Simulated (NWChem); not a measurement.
System: C2H6ClFSi; SMILES F[C@H]([SiH3])CCl

```xyz
11

F     -1.5194    -0.3177     0.1412
C     -0.2209    -0.4004    -0.3297
Si     0.3850    -2.1937    -0.0225
C      0.6352     0.6413     0.3406
Cl     0.1275     2.3059    -0.0726
H     -0.2402    -0.2044    -1.4177
H      1.7430    -2.3710    -0.6217
H     -0.5800    -3.1315    -0.6621
H      0.4484    -2.4463     1.4472
H      1.6849     0.5311     0.0319
H      0.5749     0.5485     1.4343
```
Atoms are numbered in this order, from 1.

Program: NWChem. Pople sets run with spherical d functions. Medium grid unless said otherwise, to which SCAN and Minnesota functionals are sensitive. All runs use the structure optimised with PBE0/def2-SVP.

Question: Order these by “highest occupied level (eV)”, lowest first: B3LYP/6-31G*; KT2/6-31G*; LRC-wPBEh/6-31G*; CAM-B3LYP/6-31G*.

Answer: LRC-wPBEh/6-31G* (-10.17), CAM-B3LYP/6-31G* (-9.65), B3LYP/6-31G* (-8.01), KT2/6-31G* (-6.96)
